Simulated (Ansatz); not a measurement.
Reaction (formal exchange of groups at the Si–C bond): `O=C/N=C\[SiH3]` + `C1CCC1` → `[SiH3]C1CCC1` + `C=NC=O`

Program: Ansatz. Geometries: PBE0-D4/def2-TZVP. ΔE: electronic, gas phase. CCSD(T)/CBS adds triple-zeta CCSD(T) − MP2 to the extrapolated MP2 energy (def2 sets, frozen cores). Functionals use def2-TZVPP. HSE06 is defined as in plane-wave codes. One conformer a species, not always the lowest.

`O=C/N=C\[SiH3]`:

```xyz
10

O     1.595   -1.310   -0.451
C     0.884   -0.870   -1.317
N     0.454    0.450   -1.380
C    -0.133    0.992   -0.393
Si   -0.645    0.166    1.247
H     0.570   -1.463   -2.193
H    -0.350    2.060   -0.508
H    -1.870    0.875    1.702
H     0.431    0.372    2.246
H    -0.935   -1.272    1.046
```

`C1CCC1`:

```xyz
12

C    -0.673   -0.825    0.190
C     0.856   -0.629    0.203
C     0.617    0.886    0.062
C    -0.800    0.568   -0.455
H    -1.080   -0.832    1.204
H    -1.077   -1.682   -0.352
H     1.316   -1.043   -0.698
H     1.413   -0.984    1.072
H     0.582    1.375    1.039
H     1.285    1.455   -0.586
H    -0.818    0.501   -1.545
H    -1.621    1.211   -0.133
```

`[SiH3]C1CCC1`:

```xyz
15

Si   -1.099   -1.282    0.924
C    -0.533   -0.222   -0.511
C    -0.313    1.271   -0.150
C     1.194    0.984   -0.024
C     0.986   -0.320   -0.814
H    -2.496   -0.944    1.312
H    -1.040   -2.727    0.568
H    -0.220   -1.058    2.106
H    -1.196   -0.407   -1.362
H    -0.535    1.923   -0.999
H    -0.825    1.672    0.729
H     1.884    1.720   -0.438
H     1.480    0.785    1.011
H     1.188   -0.188   -1.880
H     1.524   -1.207   -0.473
```

`C=NC=O`:

```xyz
7

C    -1.099   -0.015    0.342
N    -0.069    0.678    0.137
C     1.111    0.109   -0.329
O     1.253   -0.376   -1.417
H    -1.120   -1.102    0.217
H    -2.018    0.477    0.660
H     1.942    0.228    0.390
```

| level | ΔE (kJ/mol) | difference from CCSD(T)/CBS |
| --- | --- | --- |
| PBE-D4 | -2.5 | 2.0 |
| CAM-B3LYP-D4 | -3.5 | 1.0 |
| PBE-QIDH | -5.3 | -0.8 |
| r2SCAN | -1.0 | 3.5 |
| r2SCAN0 | -3.0 | 1.5 |
| HSE06 | -2.6 | 1.9 |
| CCSD(T)/def2-SVP | -4.7 | -0.2 |
| SCS-MP2/def2-TZVPP | -6.3 | -1.8 |
| HF/def2-QZVPP | -2.8 | 1.7 |
| HF/CBS(def2) | -2.8 | 1.7 |
| CCSD(T)/CBS | -4.5 | 0 |

Largest T1 diagnostic among the species: 0.017.

Leaving LDA and LC-ωPBE aside and taking each functional with its dispersion term where it has one, the values, not all of them listed here, spread over 3.5 kJ/mol, from PBE-QIDH to r2SCAN-D4. The D4 term adds −3.2 kJ/mol with B3LYP and −1.9 kJ/mol with PBE0; it sums over pairs of atoms, weighted by their polarisabilities, and B3LYP, whose exchange is more repulsive, gets the larger term.

B3LYP here is the variant with VWN-RPA as its local correlation; programs differ in this.
